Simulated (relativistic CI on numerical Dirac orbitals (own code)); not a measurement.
**Tc6+: L2,3 absorption edge**

Computed with this model: Dirac-Coulomb-Breit CI, orbitals from a KLI potential per configuration, QED by a radiative potential, valence Slater integrals scaled by 0.7, multiplet model of core-to-valence dipole absorption; configurations [Kr] 4d → [He] 2s2 2p5 3s2 3p6 3d10 4s2 4p6 4d2; 300 K; Lorentzian 2.4 eV and Gaussian 0.5 eV FWHM. Energies are those of the free ion, without screening or charge transfer. The branching ratio is the share of the lower-energy edge in the whole absorption, uncertain by about 0.02 where the edges overlap. S is read from ⟨S²⟩ = S(S + 1).

Field parameters in Wybourne normalisation: Oh B⁴₀ = 21Dq, B⁴₄ = √(5/14) B⁴₀. The field is a parameter set, without covalency.

free ion: ground-state S = 0.50, centroid 2722.52 eV, branching ratio 0.734. Peaks (eV, height): 2692.0 (100), 2807.0 (32).

Oh, 10Dq = 8500 cm⁻¹: ground-state S = 0.50, centroid 2725.10 eV, branching ratio 0.712. Peaks (eV, height): 2692.0 (100), 2807.2 (35).

Oh, 10Dq = 19250 cm⁻¹: ground-state S = 0.50, centroid 2726.00 eV, branching ratio 0.705. Peaks (eV, height): 2692.8 (100), 2807.8 (35).

Oh, 10Dq = 29950 cm⁻¹: ground-state S = 0.50, centroid 2726.33 eV, branching ratio 0.703. Peaks (eV, height): 2690.0 (74), 2693.5 (100), 2805.8 (36), 2809.5 (34).

Oh, 10Dq = 40650 cm⁻¹: ground-state S = 0.50, centroid 2726.52 eV, branching ratio 0.701. Peaks (eV, height): 2689.2 (82), 2694.2 (100), 2805.0 (38), 2810.8 (35).

The statistical ratio of this edge is 2/3 = 0.667. Values above it arise where the holes sit mainly in the j = l + 1/2 valence subshell or the ground state has high spin; values below it where core-valence Coulomb terms move weight to the upper edge, as in nearly empty shells. At deep edges of heavy elements the radial integrals of the two core levels differ, which raises the baseline.

Strongest unbroadened transitions for free ion:

| Energy (eV) | Relative strength |
| --- | --- |
| 2689.92 | 10.1 |
| 2690.28 | 35.4 |
| 2690.66 | 15.8 |
| 2690.94 | 8.3 |
| 2690.99 | 9.7 |
| 2691.33 | 8.9 |
| 2691.66 | 83.5 |
| 2692.14 | 100.0 |
| 2692.17 | 78.2 |
| 2692.31 | 75.2 |
| 2806.12 | 20.7 |
| 2806.74 | 60.1 |
| 2807.75 | 34.5 |
| 2807.83 | 3.3 |
| 2807.90 | 17.9 |
| 2808.13 | 6.4 |
| 2808.39 | 3.8 |
| 2811.30 | 8.2 |
